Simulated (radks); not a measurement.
Values are calculated unless marked as measured or tabulated.
Problem. W XVI, configuration [Kr] 4d10 4f11 5s2. Code: a radial shooting solver on a logarithmic mesh with Libxc functionals. Model: scalar-relativistic Kohn-Sham, exchange-only LDA, spin-polarised, spherical densities, point nucleus; open shells are filled with parallel spins first (spin-orbit coupling, left out, can overturn this in heavy ions). Some entries of the table are withheld. Estimate them.

| orbital | occ. | eigenvalue (Ry) | r(max) (bohr) | <1/r> (bohr^-1) |
|---|---|---|---|---|
| 1s down | 1 | -5128.158 | 0.01146 | 87.05 |
| 1s up | 1 | -5128.157 | 0.01146 | 87.05 |
| 2s up | 1 | -905.3043 | 0.06571 | 20.35 |
| 2s down | 1 | -905.2960 | 0.06571 | 20.35 |
| 2p up | 3 | -795.0617 | 0.05389 | 18.45 |
| 2p down | 3 | -795.0555 | 0.05389 | 18.45 |
| 3s up | 1 | -227.1682 | 0.1854 | 7.534 |
| 3s down | 1 | -227.0015 | 0.1854 | 7.538 |
| 3p up | 3 | -194.5227 | 0.1835 | 6.958 |
| 3p down | 3 | -194.3555 | 0.1834 | 6.962 |
| 3d up | 5 | -156.9131 | 0.1493 | 6.576 |
| 3d down | 5 | -156.7829 | 0.1492 | 6.580 |
| 4s up | 1 | -65.50475 | 0.4192 | 3.237 |
| 4s down | 1 | -65.21320 | 0.4192 | 3.235 |
| 4p up | 3 | -54.66517 | 0.4389 | 2.953 |
| 4p down | 3 | -54.38287 | 0.4389 | 2.950 |
| 4d up | 5 | -40.92893 | 0.4475 | 2.656 |
| 4d down | 5 | -40.65448 | 0.4477 | 2.652 |
| 5s up | 1 | -26.09116 | 0.8919 | (1) |
| 5s down | 1 | -25.95139 | 0.8939 | (2) |
| 4f up | 7 | -25.53684 | 0.4120 | (3) |
| 4f down | 4 | -25.26026 | 0.4126 | (4) |

Solution. 
(1) 5s up <1/r> (bohr^-1): 1.470
(2) 5s down <1/r> (bohr^-1): 1.465
(3) 4f up <1/r> (bohr^-1): 2.282
(4) 4f down <1/r> (bohr^-1): 2.275
